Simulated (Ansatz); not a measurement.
Gas-phase electronic energies from Ansatz, PBE0-D4/def2-TZVP geometries. CCSD(T)/CBS is the MP2 limit (def2-TZVPP, def2-QZVPP) plus CCSD(T) − MP2 in def2-TZVPP, frozen cores. This one scheme is used for every species. Functionals use def2-TZVPP. Elements past krypton have def2 core potentials. For Sn outer-core shells are correlated without core-valence functions, which leaves a few kJ/mol of doubt a bond. Each species was taken in one conformer, which may not be the lowest.

Consider the β-hydride elimination: `C[O][SnH]([OH])[Cl]` → `[OH][SnH2][Cl]` + `C=O`.

(1) Is it downhill or uphill in electronic energy at CCSD(T)/CBS, and by how much? (An estimate is asked.)

(2) What do these levels give: PBE-D4, ωB97X-V, ωB97M-V, HF/def2-TZVPP, MP2/def2-TZVPP, MP2/CBS(def2)? (An estimate is asked.)

Largest T1 diagnostic among the species: 0.015.

## Answers

(1) Computed: Uphill: ΔE = +138.3 kJ/mol.

(2) Ansatz gave: PBE-D4 129.9, ωB97X-V 134.2, ωB97M-V 129.4, HF/def2-TZVPP 101.2, MP2/def2-TZVPP 136.9, MP2/CBS(def2) 148.9 kJ/mol.

The D4 term adds +13.5 kJ/mol with B3LYP and +7.5 kJ/mol with PBE0; it sums over pairs of atoms, weighted by their polarisabilities, and B3LYP, whose exchange is more repulsive, gets the larger term. In def2-TZVPP, CCSD(T) changes the Hartree–Fock value by +25.1 kJ/mol (the triples alone add +2.3 kJ/mol) and MP2 by +35.7 kJ/mol. From PBE to PBE0 (25 % exact exchange), in def2-TZVPP and without D4, ΔE moves by +8.2 kJ/mol.

B3LYP here is the variant with VWN-RPA as its local correlation; programs differ in this.
